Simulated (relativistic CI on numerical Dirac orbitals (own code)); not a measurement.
# A ladder of approximations for the levels of Ag⁶⁺

Calculated with a relativistic CI code on KLI orbitals (one set per configuration, finite nucleus), adding one ingredient at a time: step 1, Dirac-Coulomb, each configuration alone; step 2, with Breit and QED terms; step 3, with configuration mixing; step 4, with scaled Slater integrals (0.9); step 5, with a P86 correlation estimate; step 6, tied to the ionisation limit. P86 is a density functional for the correlation energy, evaluated here for each configuration and added to its levels. Step 6 is semi-empirical: configurations made of the next ion and one excited electron move by -4985 cm⁻¹, so that their limit matches the tabulated ionisation energy, and those with a non-penetrating f or g electron also take the P86 value of the least penetrating other one.

Configuration list (outside the closed core [Ar] 3d10): 4s2 4p6 4d5, 4s2 4p6 4d4 5p, 4s2 4p6 4d4 5s, 4s2 4p6 4d4 4f, 4s2 4p5 4d6, 4s2 4p6 4d4 5d, 4s2 4p6 4d4 6s, 4s 4p6 4d6, 4s2 4p6 4d4 6p, 4s2 4p6 4d4 5f, 4s2 4p6 4d3 5s 5p, 4s2 4p6 4d4 6f, 4s2 4p6 4d3 5s2, 4s2 4p6 4d2 5s2 5p, 4s2 4p6 4d2 4f 5s2, 4s2 4p6 4d2 5s2 5d, 4s2 4p6 4d2 5s2 6s.

Computed minus measured energy above the ground level, in cm⁻¹, for 11 of the 25 excited levels that pair in every step (one J of a term; a digit in brackets numbers repeated terms):

| Configuration | Term | J | Measured | Step 1 | Step 2 | Step 3 | Step 4 | Step 5 | Step 6 |
| --- | --- | --- | --- | --- | --- | --- | --- | --- | --- |
| 4s2 4p6 4d5 | 4G | 5/2 | 29390 | 5184 | 5271 | 4926 | 1307 | 1306 | 1307 |
| 4s2 4p6 4d5 | 4P | 3/2 | 32994 | 6404 | 6514 | 5563 | 1564 | 1565 | 1565 |
| 4s2 4p6 4d5 | 4D | 7/2 | 36485 | 7055 | 7045 | 5932 | 1820 | 1821 | 1821 |
| 4s2 4p6 4d5 | 2I | 11/2 | 44011 | 6415 | 6391 | 6568 | 1460 | 1457 | 1459 |
| 4s2 4p6 4d5 | 4F | 9/2 | 49104 | 8895 | 8924 | 8396 | 2537 | 2538 | 2538 |
| 4s2 4p6 4d5 | 2G | 7/2 | 55773 | 9687 | 9571 | 8245 | 2241 | 2241 | 2242 |
| 4s2 4p6 4d5 | 2H | 11/2 | 57962 | 7919 | 7688 | 7705 | 1682 | 1680 | 1682 |
| 4s2 4p6 4d4 5p | 6P° | 5/2 | 333327 | 1803 | 2180 | 2128 | 411 | 7592 | 2612 |
| 4s2 4p6 4d4 5p | 6D° | 1/2 | 341227 | 2423 | 2813 | 2786 | 604 | 7787 | 2807 |
| 4s2 4p6 4d4 5p | 4F° | 7/2 | 346061 | 3338 | 3619 | 3455 | 921 | 8103 | 3122 |
| 4s2 4p6 4d4 5p | 4D° | 1/2 | 352270 | 5518 | 5949 | 5216 | 1460 | 8646 | 3670 |

Mean absolute errors in cm⁻¹, over all paired levels and for the configurations:

```csv
"Configuration, levels",Step 1,Step 2,Step 3,Step 4,Step 5,Step 6
"all, 25",5999,6075,5567,1474,3773,2180
"4s2 4p6 4d5, 17",7172,7125,6528,1766,1766,1767
"4s2 4p6 4d4 5p, 8",3505,3844,3523,855,8039,3060
```

Measured levels: measured levels as listed in Gamrath, thesis, University of Mons (2023).

The mean absolute error is lowest at step 4 (1474 cm⁻¹), and the largest single drop is from step 3 to 4 (5567 to 1474). Terms of the ground configuration are off by 7172 at first, 6528 with mixing and 1766 after scaling, which stands in for the correlation that narrows term splittings. Mixing lowers the ground level by 283; relative to it the configurations that move most are 4s2 4p6 4d4 5p by -321. The P86 estimate moves 4s2 4p6 4d4 5p by +7184, and takes the mean absolute error of the excited configurations from 855 to 8039; it adds to levels that were already too high. Step 6 takes that error from 8039 to 3060; the error more than halves for 4s2 4p6 4d4 5p.
